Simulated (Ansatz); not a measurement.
Gas-phase reaction in SMILES: [Br][Fe][Br] (quintet) → [Fe][Br] (sextet) + Br atom (the Br-Fe bond at the site shown breaks; other sites are not compared here)
Geometries: B3LYP-D3(BJ)/def2-TZVP minima from Ansatz (an electronic-structure program). Frequencies are from Ansatz. [Br][Fe][Br] (quintet): The spin state was set by rule; other spins were not relaxed. [Fe][Br] (sextet): The spin state was set by rule; other spins were not relaxed. A spin state is the lowest found, not a proven ground state.
Geometry of the first species:
```
Fe
Br 1 2.2922
Br 1 2.2922 2 180.00
```
Charge 0, spin multiplicity 5.

Wanted: bond dissociation energy (enthalpy at 298 K, with B3LYP-D3(BJ) rigid-rotor harmonic-oscillator terms), in kcal/mol. Valence correlation only, unless marked. UHF or UKS for open shells. Spin-orbit coupling is left out. Frozen are the shells of the preceding noble gas and the d and f shells that filled before the atom's block. Non-relativistic. CBS marks a two-point X^-3 extrapolation of the correlation energy; Hartree-Fock from the larger set. The bracket is a focal-point correction in the basis named.

| level | program | bond dissociation energy (kcal/mol) |
|---|---|---|
| HF/STO-3G | Ansatz | 28.8 |
| HF/def2-QZVPP | Ansatz | 67.2 |
| PBE-D4/def2-TZVPD | Ansatz + dftd4 | 103.3 |
| BLYP/def2-TZVPD | Ansatz | 98.6 |
| revPBE-D3(BJ)/def2-TZVPD | Ansatz + dftd3 | 99.3 |
| B3LYP-D3(BJ)/def2-TZVPD | Ansatz + dftd3 | 98.2 |
| PBE0/6-31G* | Ansatz | 98.5 |
| PBE0-D3(BJ)/def2-TZVPD | Ansatz + dftd3 | 98.2 |
| BHLYP-D4/def2-TZVPD | Ansatz + dftd4 | 93.9 |
| HSE06-D3(BJ)/def2-TZVPD | Ansatz + dftd3 | 98.4 |
| HSE06/def2-TZVPD | Ansatz | 97.4 |
| wB97X/def2-TZVPD | Ansatz | 105.4 |
| B2GP-PLYP/def2-TZVPD | Ansatz | 95.0 |
| RPA@PBE/def2-QZVPP | Ansatz | 85.0 |
| MP2/STO-3G | Ansatz | 33.2 |
| MP2/def2-TZVPPD | Ansatz | 94.3 |
| SCS-MP2/STO-3G | Ansatz | 31.9 |
| CCSD/6-31G | Ansatz | 76.6 |
| CCSD(T)/STO-3G | Ansatz | 37.9 |
| CCSD(T)/def2-TZVPP | Ansatz | 93.5 |
| RI-MP2/CBS(def2-TZVPPD,def2-QZVPPD)+[CCSD(T)-MP2]/def2-TZVPPD | Ansatz | 98.8 |
